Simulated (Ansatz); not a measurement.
Ansatz (an electronic-structure program) input file for Mg(Br)(OMe) (CH₃BrMgO), SMILES C[O][Mg][Br], PBE/def2-SVPD. The structure is a stationary point at PBE-D3(BJ)/def2-SVP. The structure was generated by enumeration; whether it is a known compound was not checked. The values are those of a single conformer.

Ansatz 0.2 input:
```yaml
crystal:
  periodic: [false, false, false]
  atoms:
    - {symbol: Mg, position_ang: [0.00000000, -0.00000000, -0.60225997]}
    - {symbol: Br, position_ang: [-0.00000000, 0.00000000, 1.75296680]}
    - {symbol: O, position_ang: [-0.00000000, -0.00000000, -2.37669227]}
    - {symbol: C, position_ang: [0.00000000, 0.00000000, -3.76137069]}
    - {symbol: H, position_ang: [-0.89651421, 0.51760272, -4.18165196]}
    - {symbol: H, position_ang: [0.89651421, 0.51760272, -4.18165196]}
    - {symbol: H, position_ang: [-0.00000001, -1.03520543, -4.18165196]}
basis:
  gaussian:
    orbitals: def2-SVPD
hamiltonian:
  xc: {name: PBE}
```

Program output:

```
WARN ansatz: RAYON_NUM_THREADS=1 ignored (pool sized by the plan → 1); use --threads N
Functional definition: PBE
integrals: 0.07 GiB planned
1193 factors; their error is unknown
mean field: 0.39 GiB planned
mean field evaluation 1: about -78586.6281 eV, gradient 6.7e1 eV
mean field evaluation 2: about -78448.3746 eV, gradient 2.1e2 eV
mean field evaluation 4: about -78595.1647 eV, gradient 2.6e1 eV
mean field evaluation 8: about -78596.5740 eV, gradient 1.5e-1 eV
mean field evaluation 16: about -78596.5203 eV, gradient 5.2e-5 eV
mean field -78596.52028288 eV, -2888.3688457611 hartree, gradient 5.2e-5 eV, S^2 0.000000; 0 other end points of the search recorded, 0 dependent functions left out
reference -78596.52032952 eV, -2888.3688474750 hartree; 32, 32 occupied and 97, 97 virtual orbitals, 1193 factors
Total energy: -78596.52032952 eV, -2888.3688474750 hartree
```

The run converged.

Cost: around 2.1 core-seconds (rough).
